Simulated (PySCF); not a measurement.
## Excitation energy of Fe²⁺ by level of theory

Fe²⁺ [Ar] 3d6 (5D) → Fe²⁺ [Ar] 3d5 4s1, s spin flipped, as a difference of total energies. Calculation: PySCF 2.14, in x2c-TZVPPall (6s5p4d2f1g, 64 functions); the spin-free X2C one-electron Hamiltonian (Gaussian nucleus). Correlated levels: valence: [Ar] frozen; valence and next inner shell: [Ne] frozen. The calculations carry no spin-orbit coupling.

```tsv
method	excitation energy (eV)
UHF	3.530
LDA	5.368
PBE	5.508
PBE0	5.224
r2SCAN	5.243
MN15	5.794
TPSSh	5.610
wB97X	5.265
HSE06	5.235
MP2 (valence)	4.589
SCS-MP2 (valence)	4.679
MP2 (valence and next inner shell)	4.863
SCS-MP2 (valence and next inner shell)	4.901
```

Task: How much does correlation contribute at MP2 (valence and next inner shell)?

Result: 4.863 − (3.530) = 1.333 eV, measured against UHF.

The upper determinant mixes two multiplicities, so it lies between the two terms.

The basis was made for the ground configuration and has no added diffuse functions, so the excitation energy can come out too high.
